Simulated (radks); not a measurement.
Tc2.5+, configuration [Kr] 4d3 5s1.5 (fractional occupations, a model configuration). Calculated with a radial shooting solver on a logarithmic mesh with Libxc functionals: Dirac Kohn-Sham, BLYP, spin-unpolarised, spherical densities, point nucleus; open shells are shared between the two j in proportion to 2j + 1.

Radial electron density D(r) = 4 pi r^2 rho(r):

r (bohr)  D(r) (e/bohr)
0.002049          3.241
0.002366          4.146
0.002732          5.280
0.00313           6.605
0.003615          8.328
0.004142          10.30
0.004783          12.82
0.00548           15.63
0.006329          19.10
0.007309          23.08
0.008374          27.28
0.009671          32.09
0.01108           36.85
0.0128            41.87
0.01478           46.56
0.01693           50.35
0.01955           53.29
0.0224            54.78
0.02587           54.82
0.02988           53.39
0.03423           51.11
0.03953           48.52
0.04529           46.86
0.05231           46.97
0.05993           49.41
0.06921           54.32
0.07993           60.42
0.09157           65.41
0.1058            67.69
0.1212            65.70
0.1399            59.49
0.1616            51.34
0.1851            45.05
0.2138            42.68
0.245             44.93
0.2829            49.57
0.3241            52.22
0.3743            49.81
0.4323            41.61
0.4953            31.08
0.572             20.93
0.6553            14.90
0.7568            12.54
0.8741            12.43
1.001             12.28
1.156             10.85
1.325             8.508
1.53              5.857
1.767             3.764
2.025             2.474
2.338             1.635
2.679             1.101
3.094            0.6681
3.544            0.3631
4.093            0.1564
4.727           0.05260
5.416           0.01436
6.255          0.002637
7.166         0.0003789

D(r) has 4 maxima, at r = 0.0241, 0.107, 0.329, 0.917 bohr, and minima at 0.0483, 0.212, 0.813 bohr, inside which lie 2.05, 11.09, 29.45 electrons.
